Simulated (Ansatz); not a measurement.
Process, species as SMILES: C#CC [prop-1-yne] → [C]#C + [CH3] (CH3) (the C-C bond at the site shown breaks; other sites are not compared here)
Geometries: B3LYP-D3(BJ)/def2-TZVP minima from Ansatz (a first-principles code). Markedly spin-contaminated UHF reference, which strains HF, MP2 and, less, CCSD(T): [C]#C. High T1 diagnostic, so coupled cluster is less sure: [C]#C.

Wanted: bond dissociation energy (electronic energy difference), in kcal/mol. Correlated levels leave the core frozen unless marked. Open shells are spin-unrestricted. No spin-orbit coupling. No relativistic terms. 

| level | program | bond dissociation energy (kcal/mol) |
|---|---|---|
| BLYP/def2-TZVPD | Ansatz | 128.4 |
| PBE0-D4/def2-TZVPD | Ansatz + dftd4 | 133.7 |
| HSE06-D4/def2-TZVPD | Ansatz + dftd4 | 133.8 |
| CCSD(T)/STO-3G | Ansatz | 132.1 |
| CCSD(T)/aug-cc-pVDZ | Ansatz | 126.1 |
| CCSD(T)/cc-pwCVTZ | Ansatz | 130.0 |
